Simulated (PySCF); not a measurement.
Molecule: Si(CF3)(F)(Me)2, C3H6F4Si, SMILES C[Si](C)(F)C(F)(F)F. Atoms near the plane z = 0.6 Å, at the PBE0/def2-SVP optimised geometry (x, y, z in Å): C1 (-1.0, 1.2, 0.0), Si2 (-0.4, -0.5, 0.0), C3 (-1.0, -1.6, 1.4), C5 (1.5, -0.5, 0.0), F6 (2.1, -1.8, -0.1), F7 (2.0, 0.0, 1.1), H10 (-2.1, 1.3, 0.0), H11 (-0.6, 1.8, 0.9), H13 (-0.6, -2.6, 1.3), H14 (-2.1, -1.6, 1.4).

Level of theory: PBE0/def2-TZVP (PySCF). The values are rescaled to run from 0 to 1.

```
|                             |
|                             |
|                             |
|                             |
|                             |
|          .-=-:              |
|         .-*%#*:             |
|     :=-:-*%@@%=.            |
|    -#%#+=#@@@%+.            |
|    *@@@%*#@@@%=             |
|   .#@@@%#*%@%*:    ..       |
|    +%@@%*+*#*=.   :=-:.     |
|    .+#*+=+#%#=.  :+**+:     |
|      ..:-*#%#-...-*##*=.    |
|         .-=:..-=:=#%#*=.    |
|         .-:   =#+=#%*+:     |
|        .-*+.  =%#==+-.      |
|     .::-+%@*-:-**-::.       |
|    .+**+*%@@%*::..-==-.     |
|    -#%#*+*%%%+.  :*#%#+:    |
|    -#%#*==***-   =#%%#+-.   |
|    .=*+-:-+**=   =###*=:    |
|     .::..-#%%*.  :+++-:     |
|         .=%@@#.   :::.      |
|          =%@@#.             |
|          :*%%+              |
|           :--.              |
|                             |
|                             |
```
Scale: ten equal steps from 0.000 (start of ' ') to 1.00 (end of '@'), in the order ' .:-=+*#%@'; x runs from -4.50 to 4.50, y from -4.50 (bottom) to 4.50 (top).

Task: Which quantity is mapped?
A. electron localisation function
B. log10 of the electron density
C. electrostatic potential
D. an orbital amplitude

Result: A, electron localisation function
